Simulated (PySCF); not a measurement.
A side-by-side comparison of computed properties.

First species: C6H13FGe.
Cartesian coordinates in Å at the PBE0-D3(BJ)/def2-SVP level; atoms count from 1:
```
atom  x, y, z in Å
C1     1.342    1.270   -0.607
C2     0.751   -0.129   -0.479
Ge3    2.241   -1.431   -0.639
C4    -0.026   -0.337    0.830
C5    -0.908   -1.549    0.551
C6    -1.320   -1.410   -0.915
F7    -2.599   -0.887   -0.999
C8    -0.325   -0.423   -1.542
H9     0.547    2.030   -0.516
H10    1.836    1.421   -1.580
H11    2.087    1.473    0.179
H12    1.735   -2.887   -0.706
H13    3.193   -1.293    0.567
H14    3.020   -1.134   -1.937
H15    0.619   -0.456    1.716
H16   -0.656    0.553    1.008
H17   -1.801   -1.616    1.189
H18   -0.338   -2.481    0.689
H19   -1.346   -2.383   -1.433
H20    0.077   -0.764   -2.509
H21   -0.897    0.499   -1.743
```

Second species: C6H13FGe.
SMILES with atom numbers: `[CH3:1][C@@:2]1([GeH3:3])[CH2:4][CH2:5][C@H:6]([F:7])[CH2:8]1` (hydrogens: H9, H10, H11 on C1; H12, H13, H14 on Ge3; H15, H16 on C4; H17, H18 on C5; H19 on C6; H20, H21 on C8)

Cartesian coordinates in Å at the PBE0-D3(BJ)/def2-SVP level; atoms count from 1:
```xyz
21
C6H13FGe angstrom
C      1.5291    1.3999   -1.5435
C      0.6806    0.4183   -0.7456
Ge     1.8753   -1.0272   -0.0677
C     -0.0663    1.0810    0.4279
C     -1.3040    0.2040    0.6892
C     -1.4447   -0.7126   -0.5317
F     -1.0338   -1.9970   -0.1953
C     -0.4870   -0.1499   -1.5634
H      0.8981    2.2110   -1.9492
H      2.0294    0.9123   -2.3959
H      2.3113    1.8637   -0.9229
H      1.3621   -1.6488    1.2421
H      3.2547   -0.3879    0.2151
H      2.0530   -2.1259   -1.1336
H     -0.3792    2.0937    0.1150
H      0.5582    1.2144    1.3255
H     -1.1911   -0.4348    1.5773
H     -2.2092    0.8090    0.8442
H     -2.4796   -0.8023   -0.8982
H     -0.2087   -0.9040   -2.3155
H     -0.9864    0.6815   -2.0961
```

Levels: CAM-B3LYP/def2-SVPD for HOMO energy, LUMO energy, HOMO–LUMO gap and static isotropic polarisability; TDDFT CAM-B3LYP/def2-SVPD for lowest singlet excitation; TDA CAM-B3LYP/def2-SVPD for lowest triplet excitation (Tamm–Dancoff); ΔSCF CAM-B3LYP/def2-SVPD for vertical ionisation energy. Geometries: PBE0-D3(BJ)/def2-SVP. All species are isolated and taken at one optimised geometry, non-relativistic unless stated; the electronic structure was computed with PySCF and density fitting.

Values for the first species:

```
HOMO energy                              : -9.19 eV
LUMO energy                              : 0.89 eV
HOMO–LUMO gap                            : 10.08 eV
Lowest singlet excitation                : 7.35 eV
Lowest triplet excitation (Tamm–Dancoff) : 7.01 eV
Static isotropic polarisability          : 100.2 au
Vertical ionisation energy               : 9.80 eV
```

Problem. Estimate the same properties for the second species, and the change in each.

Solution. 
```tsv
property	first	second	second less first
HOMO energy	-9.19 eV	-9.07 eV	+0.12 eV
LUMO energy	0.89 eV	1.02 eV	+0.13 eV
HOMO–LUMO gap	10.08 eV	10.09 eV	+0.01 eV
lowest singlet excitation	7.35 eV	7.38 eV	+0.03 eV
lowest triplet excitation (Tamm–Dancoff)	7.01 eV	7.11 eV	+0.10 eV
static isotropic polarisability	100.2 au	100.1 au	-0.1 au
vertical ionisation energy	9.80 eV	9.67 eV	-0.13 eV
```

On the first: S1 lies 2.73 eV below the HOMO–LUMO gap; its leading configuration is HOMO→LUMO, weight 0.88. The 10 singlets span 7.35 to 8.84 eV, and their oscillator strengths add up to 0.78. Relativistic effects, spin–orbit coupling among them, are left out although an element past zinc is present.

On the second: The ΔSCF ionisation energy exceeds −ε(HOMO) by 0.60 eV with CAM-B3LYP. The principal polarisabilities are 93.0, 100.3 and 107.0 au; their mean is the isotropic value. The calculation is non-relativistic and has no spin–orbit coupling, an omission that weighs most on germanium.

One conformer stands for the species.
